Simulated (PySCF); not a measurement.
C₃H₁₁NSi₂, SMILES C=CN([SiH3])C[SiH3].

Geometry optimised at B3LYP-D3(BJ)/def2-SVP. This is a generated structure with no PubChem entry under its InChIKey; it may be hypothetical. One conformer was computed; it need not be the lowest.

These are TDA-PBE/def2-SVPD in PySCF values and carry that method's errors.

Vertical excitations. Isolated molecule, no solvent.

```json
[
 {"state": "S1", "energy (eV)": "4.35", "λ (nm)": "285", "f": "0.010", "main pairs": "HOMO→LUMO+1 50 %, HOMO→LUMO 49 %"},
 {"state": "S2", "energy (eV)": "4.67", "λ (nm)": "265", "f": "0.008", "main pairs": "HOMO→LUMO+2 99 %"},
 {"state": "S3", "energy (eV)": "5.06", "λ (nm)": "245", "f": "0.021", "main pairs": "HOMO→LUMO+3 74 %, HOMO→LUMO+4 22 %"},
 {"state": "S4", "energy (eV)": "5.08", "λ (nm)": "244", "f": "0.009", "main pairs": "HOMO→LUMO+4 71 %, HOMO→LUMO+3 24 %"},
 {"state": "S5", "energy (eV)": "5.21", "λ (nm)": "238", "f": "0.100", "main pairs": "HOMO→LUMO+5 75 %"},
 {"state": "S6", "energy (eV)": "5.33", "λ (nm)": "233", "f": "0.089", "main pairs": "HOMO→LUMO+5 20 %, HOMO→LUMO+1 19 %, HOMO→LUMO 18 %, HOMO→LUMO+7 18 %"},
 {"state": "T1", "energy (eV)": "3.76", "λ (nm)": "330", "f": "0", "main pairs": "HOMO→LUMO 60 %, HOMO→LUMO+1 36 %"},
 {"state": "T2", "energy (eV)": "4.25", "λ (nm)": "291", "f": "0", "main pairs": "HOMO→LUMO+1 61 %, HOMO→LUMO 37 %"}
]
```
Triplets are in the Tamm–Dancoff approximation.
